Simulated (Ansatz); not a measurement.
Mulliken charges of `N=C1OB1N` from B3LYP/def2-TZVPP in Ansatz (PBE0-D4/def2-TZVP geometry).

```json
{"atom": "N1", "x (Å)": "0.591", "y (Å)": "1.048", "z (Å)": "2.024", "charge (e)": "-0.185"}
{"atom": "C2", "x (Å)": "0.305", "y (Å)": "0.367", "z (Å)": "1.024", "charge (e)": "0.278"}
{"atom": "O3", "x (Å)": "0.265", "y (Å)": "-1.046", "z (Å)": "0.919", "charge (e)": "-0.250"}
{"atom": "B4", "x (Å)": "-0.053", "y (Å)": "-0.353", "z (Å)": "-0.229", "charge (e)": "-0.114"}
{"atom": "N5", "x (Å)": "-0.421", "y (Å)": "-0.629", "z (Å)": "-1.526", "charge (e)": "-0.235"}
{"atom": "H6", "x (Å)": "0.537", "y (Å)": "2.038", "z (Å)": "1.803", "charge (e)": "0.159"}
{"atom": "H7", "x (Å)": "-0.524", "y (Å)": "-1.570", "z (Å)": "-1.868", "charge (e)": "0.171"}
{"atom": "H8", "x (Å)": "-0.607", "y (Å)": "0.088", "z (Å)": "-2.203", "charge (e)": "0.175"}
```

Problem. By hand: the dipole of these point charges (1 e Å = 4.8032 D).

Solution. Σ q r = (-0.096, 0.429, -0.353) e Å, of length 0.564 e Å = 2.71 D.

Problem. How does the dipole of the full density compare? (Estimate.)

Solution. Computed: (-0.277, 0.135, -0.987) e Å, 4.97 D; the point charges give 0.55 times that, at 42° from its direction.

Point charges leave out the atoms' own dipoles, such as those of lone pairs, and Mulliken's split depends on the basis, so the two needn't agree.

B3LYP here is the variant with VWN-RPA as its local correlation; programs differ in this.
